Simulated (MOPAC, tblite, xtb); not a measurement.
Interaction energy of CH3F ··· H3ClSi (SMILES CF and [SiH3]Cl), singlet. Monomers: optimised at B3LYP-D3(BJ) (def2-TZVP), held rigid. Orientation: lowest of the rigid-body minima from ten starts at GFN2-xTB. The monomers approach along the line of their centres of mass (distance R); nothing else relaxes. The table gives interaction energies.

```json
[
 {"R / Å": "2.82", "A": "-2.80", "B": "5.76", "C": "1.76"},
 {"R / Å": "3.06", "A": "-3.73", "B": "2.16", "C": "-1.34"},
 {"R / Å": "3.29", "A": "-3.14", "B": "1.29", "C": "-2.18"},
 {"R / Å": "3.46", "A": "-2.51", "B": "1.01", "C": "-2.27"},
 {"R / Å": "3.65", "A": "-1.87", "B": "0.76", "C": "-2.12"},
 {"R / Å": "3.83", "A": "-1.41", "B": "0.53", "C": "-1.90"},
 {"R / Å": "4.12", "A": "-0.91", "B": "0.25", "C": "-1.52"},
 {"R / Å": "4.47", "A": "-0.57", "B": "0.05", "C": "-1.15"},
 {"R / Å": "5.00", "A": "-0.32", "B": "-0.07", "C": "-0.76"},
 {"R / Å": "5.69", "A": "-0.17", "B": "-0.09", "C": "-0.46"},
 {"R / Å": "6.65", "A": "-0.08", "B": "-0.07", "C": "-0.26"},
 {"R / Å": "7.94", "A": "-0.03", "B": "-0.05", "C": "-0.14"}
]
```

Energies in kcal/mol.

Task: Match the curves with the methods xtb with GFN1-xTB; GFN2-xTB run with tblite; PM3, restricted, heats of formation (MOPAC 23.2.5).

Result: A is GFN1-xTB; B is PM3; C is GFN2-xTB.
